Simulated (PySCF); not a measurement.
B(CCH)(Me)(OH), SMILES C#CB(C)O (PBE0/def2-SVP optimised geometry):

```
10

B     -0.969    -0.005     0.000
C      0.580    -0.005     0.000
C      1.798    -0.006     0.000
H      2.873    -0.001     0.001
C     -1.788     1.330     0.000
H     -2.873     1.157     0.009
H     -1.530     1.935    -0.886
H     -1.516     1.947     0.873
O     -1.630    -1.190    -0.001
H     -1.034    -1.947    -0.003
```

Method: PBE0/def2-TZVP (PySCF).

**Question.** What are the frontier orbital energies and the dipole moment?

**Answer.** HOMO-2 -9.44 eV, HOMO-1 -8.38 eV, HOMO -8.17 eV, LUMO -0.93 eV, LUMO+1 0.46 eV; dipole moment 1.41 D.

On the same geometry PBE/def2-TZVP (PySCF) gives HOMO-2 -7.89 eV, HOMO-1 -7.15 eV, HOMO -6.92 eV, LUMO -1.88 eV, LUMO+1 -0.51 eV; dipole moment 1.34 D.

Meta-Löwdin charges at PBE0/def2-TZVP: B1 0.32, C2 -0.14, C3 -0.17, H4 0.18, C5 -0.47, H6 0.13, H7 0.14, H8 0.14, O9 -0.48, H10 0.36.
